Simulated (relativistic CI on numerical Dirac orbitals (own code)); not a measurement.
**How well does a small relativistic CI reproduce Br⁺?**

Method of calculation: Dirac-Coulomb-Breit CI, separate exchange-only KLI orbitals for each configuration, QED by a radiative potential, valence Slater integrals scaled by 0.85, P86 correlation estimate, and configurations built on the next ion tied to the tabulated ionisation energy (semi-empirical) (own radial code, finite nucleus).

Configuration list (outside the closed core [Ar] 3d10): 4s²4p⁴, 4s²4p³5s, 4s4p⁵, 4s²4p³4d, 4s²4p³5p, 4s²4p³5d, 4s²4p³6s, 4s²4p³4f, 4s²4p³5f, 4s²4p²4d², 4p⁶, 4s4p⁴4d, 4s²4p³6p, 4s²4p³6d, 4s²4p³5g, 4s²4p³6f. Levels of other configurations are missing.

| Configuration | Term (tabulated) | J | Measured (cm⁻¹) | Computed | Error | Purity (%) |
| --- | --- | --- | --- | --- | --- | --- |
| 4s²4p⁴ | 3P | 2 | 0.0 | 0 | 0 | 96 |
| 4s²4p⁴ | 3P | 1 | 3136.5 | 3055 | -81 | 98 |
| 4s²4p⁴ | 3P | 0 | 3837.4 | 3698 | -140 | 95 |
| 4s²4p⁴ | 1D | 2 | 12089.1 | 12540 | 451 | 96 |
| 4s²4p⁴ | 1S | 0 | 27867.1 | 25500 | -2367 | 93 |
| 4s²4p³5s | 5S° | 2 | 93921.4 | 95706 | 1784 | 99 |
| 4s4p⁵ | 3P° | 2 | 96433.3 | 101439 | 5006 | 61 |
| 4s²4p³5s | 3S° | 1 | 98470.1 | 100644 | 2174 | 97 |
| 4s²4p³4d | 5D° | 3 | 104038.6 | 105141 | 1103 | 97 |
| 4s²4p³4d | 5D° | 2 | 104080.2 | 105256 | 1176 | 95 |
| 4s²4p³4d | 5D° † | 4 | 104091.4 | 105151 | 1059 | 98 |
| 4s²4p³4d | 5D° † | 1 | 104145.5 | 105544 | 1399 | 80 |
| 4s²4p³5s | 3D° | 1 | 109422.2 | 112173 | 2750 | 66 |
| 4s²4p³5s | 3D° | 2 | 109676.5 | 112411 | 2735 | 59 |
| 4s²4p³5s | 3D° | 3 | 110372.2 | 113080 | 2708 | 60 |
| 4s²4p³4d | 3D° | 1 | 112389.9 | 114961 | 2571 | 74 |
| 4s²4p³4d | 3D° | 3 | 112454.5 | 115056 | 2601 | 59 |
| 4s²4p³5s | 1D° | 2 | 112933.3 | 115910 | 2977 | 72 |
| 4s²4p³5p | 5P | 1 | 114676.8 | 115448 | 772 | 98 |
| 4s²4p³5p | 5P | 2 | 114812.0 | 115586 | 774 | 96 |
| 4s²4p³5p | 5P | 3 | 115170.0 | 115899 | 729 | 98 |
| 4s²4p³5p | 3P | 1 | 117555.2 | 118558 | 1002 | 97 |
| 4s²4p³5p | 3P | 2 | 117761.1 | 118732 | 971 | 96 |
| 4s²4p³5p | 3P | 0 | 117828.4 | 118786 | 957 | 99 |

Measured levels from NIST Handbook of Basic Atomic Spectroscopic Data (Sansonetti and Martin, J. Phys. Chem. Ref. Data 34, 1559 (2005)); pairs were made by configuration, J and term (by order where the table uses no LS term), so strongly mixed levels may be paired wrongly.

Mean error by configuration (cm⁻¹): 4s²4p⁴ -534; 4s²4p³5s 2521; 4s4p⁵ 5006; 4s²4p³4d 1863; 4s²4p³5p 867. Over the excited levels the mean absolute error is 1706 cm⁻¹ (23 of the 28 excited levels that our extract of the source holds in range could be paired, and the others can miss by more), and the median relative error of those above 1,000 cm⁻¹ is 2.3 %. † marks terms whose computed intervals miss the measured ones by more than a factor of 2.5, or configurations far off the rest, from wrong mixing, a near crossing or a doubtful label or measurement; they are left out of the means.

Transition probabilities of persistent lines. The last column rescales the computed rate by the cube of measured over computed energy:

```csv
λ measured (Å),Lower,Upper,A tabulated (s⁻¹),A computed,A rescaled
4704.92 air,4s²4p³5s ⁵S°2,4s²4p³5p ⁵P3,1.10e+08,1.19e+08,1.39e+08
4785.48 air,4s²4p³5s ⁵S°2,4s²4p³5p ⁵P2,9.40e+07,1.12e+08,1.30e+08
4816.68 air,4s²4p³5s ⁵S°2,4s²4p³5p ⁵P1,1.10e+08,1.11e+08,1.28e+08
```
